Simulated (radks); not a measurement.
Ce14+, configuration [Kr] 4d8. Method: non-relativistic Kohn-Sham, PBE, spin-polarised, spherical densities, point nucleus; open shells are filled with parallel spins first (spin-orbit coupling, left out, can overturn this in heavy ions); relativity is left out, which matters for an element this heavy; computed with a radial shooting solver on a logarithmic mesh with Libxc functionals.

Unscreened Slater integrals over Kohn-Sham orbitals (eV). They are taken over the spin-up orbitals.

F0(4d,4d): 35.290
F2(4d,4d): 18.164
F4(4d,4d): 12.262
F0(4d,4p): 35.991
F2(4d,4p): 18.683
G1(4d,4p): 23.591
G3(4d,4p): 14.930
F0(4d,4s): 36.346
G2(4d,4s): 18.338
F0(4p,4p): 36.785
F2(4p,4p): 19.425
F0(4p,4s): 37.160
G1(4p,4s): 25.434
F0(4s,4s): 37.559

Derived for the open shells (J is the average intra-shell exchange parameter used in DFT+U). 4d: Racah B = F2/49 - 5 F4/441 = 0.2317 eV, C = 35 F4/441 = 0.9732 eV, C/B = 4.20, F4/F2 = 0.675, J = (F2 + F4)/14 = 2.173 eV.
